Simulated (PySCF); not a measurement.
Field gradients from PBE0/pcSseg-1 densities (PySCF, non-relativistic) at GFN2-xTB geometries, isolated species, one conformer each; χzz is the principal value of largest magnitude, with Q(14N) = 0.02044 b, Q(17O) = −0.0256 b. Where η is near 1, a small change in the tensor can flip the sign of χzz. GFN2-xTB bond lengths can be off by several hundredths of an ångström, more for odd bonds, and the gradients follow them. The basis is small and wasn't made for field gradients, so the couplings can be 20 % off.

Question: These 14N couplings (χzz in MHz, η) are listed in rising order: (-5.284, 0.38); (-4.910, 0.15); (-4.580, 0.47); (-3.235, 0.63); (-3.030, 0.44); (2.743, 0.94). Assign them to: the primary amine nitrogen of `C/C(CN)=C(/[SiH3])CF`; N7 (pyrrole-type nitrogen) in `[CH3:1][c:2]1[c:3]([Cl:4])[cH:5][n:6][n:7]1[SiH3:8]`; N9 (nitrogen bridging silicon atoms) in `[CH3:1][NH:2][Si@@H:3]1[CH2:4][CH2:5][Si@H:6]([O:7][CH3:8])[NH:9]1`; N7 (silicon-bound nitrogen) in `[CH2:1]=[CH:2][Si@@H:3]([O:4][SiH2:5][NH2:6])[N:7]([CH3:8])[CH3:9]`; N9 (silicon-bound nitrogen) in `[CH3:1][C@@H:2]1[CH2:3][NH:4][Si@@:5]([OH:6])([CH2:7][SiH3:8])[NH:9]1`; the nitrogen bound to a carbonyl carbon of `C#C[Si@@H](C)NC(=O)[SiH3]`.

Answer: -5.284 MHz, η 0.38: N7 (silicon-bound nitrogen) in `[CH2:1]=[CH:2][Si@@H:3]([O:4][SiH2:5][NH2:6])[N:7]([CH3:8])[CH3:9]`; -4.910 MHz, η 0.15: the primary amine nitrogen of `C/C(CN)=C(/[SiH3])CF`; -4.580 MHz, η 0.47: N9 (silicon-bound nitrogen) in `[CH3:1][C@@H:2]1[CH2:3][NH:4][Si@@:5]([OH:6])([CH2:7][SiH3:8])[NH:9]1`; -3.235 MHz, η 0.63: N9 (nitrogen bridging silicon atoms) in `[CH3:1][NH:2][Si@@H:3]1[CH2:4][CH2:5][Si@H:6]([O:7][CH3:8])[NH:9]1`; -3.030 MHz, η 0.44: the nitrogen bound to a carbonyl carbon of `C#C[Si@@H](C)NC(=O)[SiH3]`; 2.743 MHz, η 0.94: N7 (pyrrole-type nitrogen) in `[CH3:1][c:2]1[c:3]([Cl:4])[cH:5][n:6][n:7]1[SiH3:8]`.

Question: Rank these 17O sites by the size of the quadrupole coupling, smallest first.
A. The siloxane oxygen of `C=C[Si@@H](O[SiH2]N)N(C)C`
B. The carbonyl oxygen of `C#C[Si@@H](C)NC(=O)[SiH3]`
C. The ketone oxygen of `CC(=O)C#C[Si@H](N)[SiH3]`
D. The silyl ether oxygen of `CC(C)O[Si]1(C)N[SiH2]N1`
E. The silyl ether oxygen of `CN[Si@@H]1CC[Si@H](OC)N1`

Answer: A (6.143 MHz), B (9.199 MHz), D (9.673 MHz), E (10.22 MHz), C (12.53 MHz).

All sites together:

```
nucleus                                                                                                        site  Vzz (au)     η  χzz (MHz)
    14N                                                          the primary amine nitrogen of C/C(CN)=C(/[SiH3])CF    -1.022  0.15     -4.910
    14N                           N7 (pyrrole-type nitrogen) in [CH3:1][c:2]1[c:3]([Cl:4])[cH:5][n:6][n:7]1[SiH3:8]     0.571  0.94      2.743
    14N  N9 (nitrogen bridging silicon atoms) in [CH3:1][NH:2][Si@@H:3]1[CH2:4][CH2:5][Si@H:6]([O:7][CH3:8])[NH:9]1    -0.674  0.63     -3.235
    14N           N7 (silicon-bound nitrogen) in [CH2:1]=[CH:2][Si@@H:3]([O:4][SiH2:5][NH2:6])[N:7]([CH3:8])[CH3:9]    -1.100  0.38     -5.284
    14N        N9 (silicon-bound nitrogen) in [CH3:1][C@@H:2]1[CH2:3][NH:4][Si@@:5]([OH:6])([CH2:7][SiH3:8])[NH:9]1    -0.954  0.47     -4.580
    14N                                        the nitrogen bound to a carbonyl carbon of C#C[Si@@H](C)NC(=O)[SiH3]    -0.631  0.44     -3.030
    17O                                                           the silyl ether oxygen of CC(C)O[Si]1(C)N[SiH2]N1     1.608  0.37     -9.673
    17O                                                               the ketone oxygen of CC(=O)C#C[Si@H](N)[SiH3]    -2.082  0.45      12.53
    17O                                                          the silyl ether oxygen of CN[Si@@H]1CC[Si@H](OC)N1     1.699  0.41     -10.22
    17O                                                            the carbonyl oxygen of C#C[Si@@H](C)NC(=O)[SiH3]    -1.529  0.03      9.199
    17O                                                            the siloxane oxygen of C=C[Si@@H](O[SiH2]N)N(C)C     1.021  0.16     -6.143
```
